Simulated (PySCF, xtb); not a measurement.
C2H6N2OSi, SMILES N[Si@@H]1COC=N1.

GFN2-xTB (xtb) at its own geometry gives an orbital gap of 3.88 eV and a dipole moment of 1.56 D.

Geometry optimised at B3LYP-D3(BJ)/def2-SVP. The structure was generated by enumeration; whether it is a known compound was not checked. The values are those of a single conformer.

Q: What does r2SCAN/def2-TZVP run with PySCF give? (The exact figures need the calculation; the answer reports its results.)

A: gap 5.46 eV (levels -6.25 and -0.78 eV), dipole 1.75 D.
